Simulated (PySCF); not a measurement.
**An isoelectronic set: 84 electrons**

CCSD(T) in PySCF with def2-SVP on every atom (core potentials on Sn, Te, I), for the lowest determinant that a PBE0 search found; no spin–orbit coupling. All have 84 electrons, 10 of them in the valence shells, and the same state, a singlet (closed shell). For ions De leads to the atom and ion picked by measured ionisation energies and electron affinities.

```json
{"species": "SnSe", "difference of nuclear charges": "16", "Re (Å)": "2.370", "ωe (cm⁻¹)": "320", "k (mdyn/Å)": "2.90", "De (eV)": "4.13", "dissociates to": "Sn + Se"}
{"species": "GeTe", "difference of nuclear charges": "20", "Re (Å)": "2.378", "ωe (cm⁻¹)": "318", "k (mdyn/Å)": "2.81", "De (eV)": "4.00", "dissociates to": "Ge + Te"}
{"species": "GaI", "difference of nuclear charges": "22", "Re (Å)": "2.590", "ωe (cm⁻¹)": "223", "k (mdyn/Å)": "1.31", "De (eV)": "3.50", "dissociates to": "Ga + I"}
{"species": "SnBr⁺", "difference of nuclear charges": "15", "Re (Å)": "2.437", "ωe (cm⁻¹)": "298", "k (mdyn/Å)": "2.49", "De (eV)": "3.47", "dissociates to": "Sn⁺ + Br"}
{"species": "GeI⁺", "difference of nuclear charges": "21", "Re (Å)": "2.422", "ωe (cm⁻¹)": "300", "k (mdyn/Å)": "2.48", "De (eV)": "3.55", "dissociates to": "Ge⁺ + I"}
```

Correlated steps freeze 13 core orbitals. Correlated levels converge slowly with the basis: in double zeta they bind strong bonds too weakly, by up to about 1 eV, and carry superposition errors of some tenths. These are scalar-relativistic numbers at best; spin–orbit coupling would shift them, the dissociation energy most. For an ion De counts to the pair picked by the measured ionisation energies or electron affinities, which need not be the lowest pair at this level. Where the molecule has an RHF reference, its open-shell atoms are computed with UHF. The CCSD T1 diagnostic is raised in GeTe, a sign that a single reference may not be enough there.
